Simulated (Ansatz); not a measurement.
The cluster SnO2⁻: single points at one geometry.

```yaml
crystal:
  periodic: [false, false, false]
  atoms:
    - {symbol: Sn, position_ang: [1.252447, 0.170681, -0.206132]}
    - {symbol: O, position_ang: [-0.475112, -0.707339, 0.506245]}
    - {symbol: O, position_ang: [-0.777346, 0.536658, -0.300112]}
basis:
  gaussian: {orbitals: def2-TZVPD, initial_orbitals: start.molden}
total_charge: -1
magnetization: {spin_polarized: true, initial_magnetization: 1}
hamiltonian: {xc: pbe0, dispersion: d4}
scf: {omitted_lower_state_checks: [starts]}
output: {orbitals: {seedname: orbitals}}
```

The file start.molden holds the orbitals of an earlier run on this structure, at another level or in another basis.

```sh
$ ansatz run in.yaml --threads 4 --pin off --events-out ev --progress --plain --max-ram 3916MiB
```

Shortened log:

```
Functional definition: PBE0
856 factors; their error is unknown
mean field evaluation 1: about -9921.5207 eV, gradient 3.7e0 eV
mean field evaluation 2: about -9921.5648 eV, gradient 7.5e-2 eV
mean field evaluation 4: about -9921.6492 eV, gradient 6.7e-4 eV
mean field evaluation 8: about -9921.6492 eV, gradient 2.3e-5 eV
mean field -9921.64922914 eV, -364.6138840355 hartree, gradient 2.3e-5 eV, S^2 0.755592; 0 other end points of the search recorded, 0 dependent functions left out
reference -9921.64925614 eV, -364.6138850276 hartree; 20, 19 occupied and 116, 117 virtual orbitals, 856 factors
Total energy: -9921.70263598 eV, -364.6158467007 hartree
Checks for a lower state left out: starts
```

Run time 1.3 s (4 threads of Intel Xeon Platinum 8375C on a shared host).

The first input with `hamiltonian: {xc: {name: PBE-QIDH}}` and without the key `output` (abridged; 2.4 s):

```
Functional definition: PBE-QIDH
mean field -9907.23029259 eV, -364.0839978909 hartree, gradient 3.4e-6 eV, S^2 0.761232
6 core orbitals not correlated: weight in the atoms' cores, before any rotation towards them, 1.000 or more for the frozen orbitals, at most 0.000 for the correlated occupied ones
second order -24.84177734 eV of doubles, -0.00000000 eV of singles
Total energy: -9915.51089678 eV, -364.3883044820 hartree
Checks for a lower state left out: starts
```

First input, but with `gaussian: {orbitals: "def2-TZVPPD.json", initial_orbitals: start.molden}`, `correlation: {method: ccsd_t}`, `scf: {omitted_lower_state_checks: [starts, cluster_reference]}` and without the key `hamiltonian` (abridged; 13 s):

```
Functional definition: HF
mean field -9879.19785110 eV, -363.0538246671 hartree, gradient 1.9e-6 eV, S^2 0.769168
6 core orbitals not correlated: weight in the atoms' cores, before any rotation towards them, 1.000 or more for the frozen orbitals, at most 0.000 for the correlated occupied ones
second order -21.83323235 eV of doubles, -0.00000000 eV of singles
cycle   1  -20.43020907 eV  change     1.4e0 eV  update   1.7e-1
cycle   2  -21.18776035 eV  change   -7.6e-1 eV  update   7.3e-2
cycle   3  -21.38849202 eV  change   -2.0e-1 eV  update   4.1e-2
cycle   4  -21.39387375 eV  change   -5.4e-3 eV  update   1.7e-2
cycle   5  -21.38540480 eV  change    8.5e-3 eV  update   9.1e-3
cycle   6  -21.38927671 eV  change   -3.9e-3 eV  update   4.3e-3
cycle   7  -21.38994894 eV  change   -6.7e-4 eV  update   2.0e-3
cycle   8  -21.38966248 eV  change    2.9e-4 eV  update   8.7e-4
cycle   9  -21.38976052 eV  change   -9.8e-5 eV  update   3.6e-4
cycle  10  -21.38999086 eV  change   -2.3e-4 eV  update   1.9e-4
cycle  11  -21.38969517 eV  change    3.0e-4 eV  update   9.9e-5
cycle  12  -21.38970607 eV  change   -1.1e-5 eV  update   4.9e-5
cycle  13  -21.38974122 eV  change   -3.5e-5 eV  update   2.4e-5
cycle  14  -21.38973846 eV  change    2.8e-6 eV  update   1.2e-5
perturbative correction -0.98519065 eV, -0.0362050888 hartree
Total energy: -9901.57278021 eV, -363.8760881457 hartree
Checks for a lower state left out: starts, cluster_reference
```

First input, but with `hamiltonian: {xc: pbe, dispersion: d4}`, `output: {forces: true, orbitals: {seedname: orbitals}}` (abridged; 1.1 s):

```
Functional definition: PBE
mean field -9922.15616079 eV, -364.6325134301 hartree, gradient 8.7e-6 eV, S^2 0.753733
Total energy: -9922.22086306 eV, -364.6348911946 hartree
Atom 0 force     0.666505     0.090800    -0.109676 eV/Å
Atom 1 force    -0.269017    -0.309610     0.226095 eV/Å
Atom 2 force    -0.397488     0.218810    -0.116419 eV/Å
Dipole moment:     0.620937     0.084623    -0.102198 e Å
Checks for a lower state left out: starts
```

The first input with `hamiltonian: {xc: r2scan, dispersion: d4}` (abridged; 1.9 s):

```
Functional definition: r2SCAN
mean field -9926.28819964 eV, -364.7843630571 hartree, gradient 9.7e-6 eV, S^2 0.757865
Total energy: -9926.30102611 eV, -364.7848344212 hartree
Checks for a lower state left out: starts
```

The first input with `hamiltonian: {xc: hf}` (abridged; 1.3 s):

```
Functional definition: HF
mean field -9879.19758861 eV, -363.0538150208 hartree, gradient 6.1e-6 eV, S^2 0.769168
Total energy: -9879.19758861 eV, -363.0538150208 hartree
Checks for a lower state left out: starts
```

Geometry: r2SCAN-D4/def2-TZVPD.

In the def2 sets Sn takes a core potential; there is no spin–orbit coupling. Correlated methods freeze 6 core orbitals; core or outer-core shells of Sn are correlated, in sets that lack core-valence functions. The structure holds 1 bond(s) between oxygen atoms. At PBE0-D4/def2-TZVPD, PBE-D4/def2-TZVPD, r2SCAN-D4/def2-TZVPD the highest occupied level of the charge -1 doublet lies above zero (up to 1.58 eV). The electron is either unbound and held by the finite basis, or the level is raised by self-interaction error. Another isomer (doublet) lies 1.47 eV lower at PBE0-D4/def2-TZVPD; other spin states weren't run for this one.
